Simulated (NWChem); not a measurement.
Lowest excitation of H$_{4}$GeSi

```xyz
6

Ge    -0.0252     0.6717     0.5612
H     -0.2546     1.5714    -0.7604
Si     0.0697    -1.2823    -0.9493
H      0.9680    -1.0813    -2.1471
H     -1.3420    -1.4532    -1.4746
H      0.4584    -2.5802    -0.2880
```
Charge 0, spin multiplicity 1.

Everything below was run with NWChem. The geometry was optimised at PBE/def2-SVP, a minimum by its harmonic frequencies.

Basis set: def2-SVPD.

The Hamiltonian is non-relativistic. The correlated methods keep 14 core orbitals frozen. The structure started from a generated list of species. Coupled-cluster values serve here as a point of comparison, not as the truth.

### Question
For the lowest vertical singlet excitation energy, TD-LDA (SVWN5) gives 1.87 eV and TD-PBE gives 1.95 eV. What do CIS, EOM-CCSD give?

### Answer
CIS: 2.13 eV; EOM-CCSD: 2.07 eV.
